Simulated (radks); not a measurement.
The numbers below are computed, except where a source is named.
Excited configurations of the nickel ion Ni9+: one electron is placed in a higher orbital outside [Ar]. The ground configuration is [Ar] 3d1. Code: a radial shooting solver on a logarithmic mesh with Libxc functionals. Model: Dirac Kohn-Sham, PBEsol, spin-unpolarised, spherical densities, point nucleus; open shells are shared between the two j in proportion to 2j + 1. Excitation = E - E(ground); binding = E(ion) - E, where the ion is the core of charge +10; n* = 10/sqrt(2 binding) in atomic units. These energies are relativistic, and a one-electron ion of charge +10 with no core already has n* below n in this formula (Dirac formula, point nucleus, mean over j: 5f 5.000, 6s 5.998, 6p 5.999, 6d 5.999, 6f 6.000, 7f 7.000). The quantum defect is therefore taken as that value minus n*, so that it holds no relativistic shift of the bare ion. Eigenvalue and <r> are those of j = l + 1/2.

| outer orbital | excitation (eV) | binding (eV) | n* | quantum defect | <r> (bohr) |
|---|---|---|---|---|---|
| 5f | 165.64 | 58.014 | 4.843 | 0.157 | 2.909 |
| 6s | 171.14 | 52.508 | 5.090 | 0.907 | 3.916 |
| 6p | 174.42 | 49.235 | 5.257 | 0.742 | 4.088 |
| 6d | 179.38 | 44.265 | 5.544 | 0.455 | 4.350 |
| 6f | 183.46 | 40.194 | 5.818 | 0.181 | 4.490 |
| 7f | 194.21 | 29.444 | 6.798 | 0.202 | 6.362 |

The Delta-SCF ionisation energy is 223.65 eV (NIST Atomic Spectra Database: 224.7 eV, semi-empirical). Self-interaction in the functional shifts the binding energies and quantum defects, so they are the method's values and not measured ones. Spin polarisation and multiplet splitting are left out, so open shells lie too high by an amount that depends on their filling.

Beside tabulated values, note that spin-unpolarised runs miss the spin-polarisation part of the exchange energy of open shells.
